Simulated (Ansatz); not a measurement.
Input file for Ansatz (a quantum-chemistry and plane-wave program): U-wB97M-V/def2-TZVPP on CH3 (SMILES [CH3]).

Ansatz 0.2 input:
```yaml
crystal:
  periodic: [false, false, false]
  atoms:
    - {symbol: C, position_ang: [0.00002529, 0.00002296, 0.00000059]}
    - {symbol: H, position_ang: [1.06845039, -0.14741449, 0.02930280]}
    - {symbol: H, position_ang: [-0.66111836, -0.85156786, -0.04255873]}
    - {symbol: H, position_ang: [-0.40725733, 0.99905939, 0.01325534]}
basis:
  gaussian:
    orbitals: def2-TZVPP
hamiltonian:
  xc: {name: wB97M-V}
magnetization: {spin_polarized: true, initial_magnetization: 1}
```

Output:

```
WARN ansatz: RAYON_NUM_THREADS=4 ignored (pool sized by the plan → 4); use --threads N
Functional definition: wB97M-V
integrals: 0.01 GiB planned
357 factors; their error is unknown
integrals: 0.05 GiB planned
102 factors; integrals over basis functions are off by at most 1.6e-5 eV
mean field: 0.24 GiB planned
mean field evaluation 1: about -1082.2700 eV, gradient 1.7e1 eV
mean field evaluation 2: about -1083.0629 eV, gradient 1.0e1 eV
mean field evaluation 4: about -1083.5300 eV, gradient 1.2e-1 eV
mean field evaluation 8: about -1083.5302 eV, gradient 2.3e-2 eV
mean field -1083.53021980 eV, -39.8190011345 hartree, gradient 8.0e-6 eV, S^2 0.753174; 0 other end points of the search recorded, 0 dependent functions left out
reference -1083.53025019 eV, -39.8190022513 hartree; 5, 4 occupied and 68, 69 virtual orbitals, 357 factors
Total energy: -1083.53025019 eV, -39.8190022513 hartree
```

Self-consistency was reached.

Cost: around 2.2 core-seconds (rough).
